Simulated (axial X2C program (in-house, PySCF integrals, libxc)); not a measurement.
**The Se pπ splitting in different molecules (EOM-IP-CCSD)**

Computed with an axial X2C code built on PySCF integrals: two-component X2C with atomic mean-field Coulomb and Gaunt terms, Dyall basis sets with cores contracted in-house.

The first pair of π-type roots with Ω = 1/2 and 3/2, reached by removing an electron from a closed-shell reference; vertical energies, inner shells frozen. Splitting means E(3/2) − E(1/2).

Basis sets: Al dyall-av3z, Cl dyall-av3z, I dyall-acv3z, Se dyall-acv3z, Se dyall-cv3z, Sn dyall-cv3z, Tl dyall-acv3z. Correlated electrons in EOM-CCSD (inner shells frozen, about 90 virtual spinors): AlSe⁻ 10, SeCl⁻ 14, SnSe 20, SeI⁻ 14, TlSe⁻ 20.

| species | reference | R (Å) | main character | spinor gap ε(3/2) − ε(1/2), HF (cm⁻¹) |
| --- | --- | --- | --- | --- |
| AlSe | AlSe⁻ | 2.236 | 74% Se pπ, 14% Al pπ | 2250 |
| SeCl | SeCl⁻ | 2.258 | 81% Se pπ, 9% Cl pπ | 2230 |
| SnSe⁺ | SnSe | 2.329 | 75% Se pπ, 18% Sn pπ | 1700 |
| SeI | SeI⁻ | 2.557 | 72% Se pπ, 15% I pπ | 2940 |
| TlSe | TlSe⁻ | 2.512 | 80% Se pπ, 10% Tl pπ | 2170 |

**Question.** Should these pairs be regular or inverted?

**Answer.** Inverted: a hole in a filled π shell puts Ω = 3/2 lowest, with the sign opposite to the spinor gap.

EOM-IP-CCSD gives:

```csv
species,IE Ω = 1/2 (eV),IE Ω = 3/2 (eV),splitting (cm⁻¹),lowest root?
AlSe,3.352,3.148,-1640,no
SeCl,2.768,2.545,-1795,yes
SnSe⁺,9.155,8.924,-1864,yes
SeI,2.795,2.506,-2330,yes
TlSe,2.718,2.470,-1997,yes
```

A small p share on a heavy partner can supply much of the splitting, and mixing of Ω = 1/2 with σ states shifts it further.

States that need a further excitation are missing; levels can be off by some tenths of an eV, splittings by less.
